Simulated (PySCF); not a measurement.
Isomers of C8H22N2Si, mass 174.155 u with the commonest isotopes. Method: PBE0-D3(BJ)/def2-SVP geometry optimisation, gas phase in PySCF. One conformer each, none proved a minimum here; rigid rotors.

Question: Order these by radius of gyration √(Σ m r²/M), largest first.
A. SiMe2(NHiPr)2, `CC(N[Si](C)(C)NC(C)C)C`
B. SiEt2(NMe2)2 (`CC[Si](CC)(N(C)C)N(C)C`)
C. `CCN[Si](CC)(CC)NCC` (SiEt2(NHEt)2)

Answer: C (2.565 Å), A (2.519 Å), B (2.345 Å).

Question: Order these by rotational constant C, smallest first.
A. SiMe2(NHiPr)2, `CC(C)N[Si](C)(C)NC(C)C`
B. SiEt2(NMe2)2 (`CC[Si](N(C)C)(CC)N(C)C`)
C. SiEt2(NHEt)2 (`CCN[Si](CC)(CC)NCC`)

Answer: A (543.3 MHz), C (569.3 MHz), B (678.2 MHz).

Question: Order these by rotational constant B, largest first.
A. SiMe2(NHiPr)2 (`CC(C)N[Si](C)(C)NC(C)C`)
B. SiEt2(NMe2)2, `CC[Si](CC)(N(C)C)N(C)C`
C. `CCN[Si](CC)(CC)NCC` (SiEt2(NHEt)2)

Answer: B (814.8 MHz), C (621.0 MHz), A (585.7 MHz).

```
                SMILES  point group  Ia (u·Å²)  Ib (u·Å²)  Ic (u·Å²)      κ  μa (D)  μb (D)  μc (D)
CC[Si](CC)(N(C)C)N(C)C            –     549.67     620.26     745.21   0.13    0.00    0.02    0.01
CC(C)N[Si](C)(C)NC(C)C           C1     417.10     862.92     930.19  -0.87    0.06    0.51    0.62
    CCN[Si](CC)(CC)NCC           C1     590.48     813.85     887.79  -0.64    0.07    0.23    0.10
```
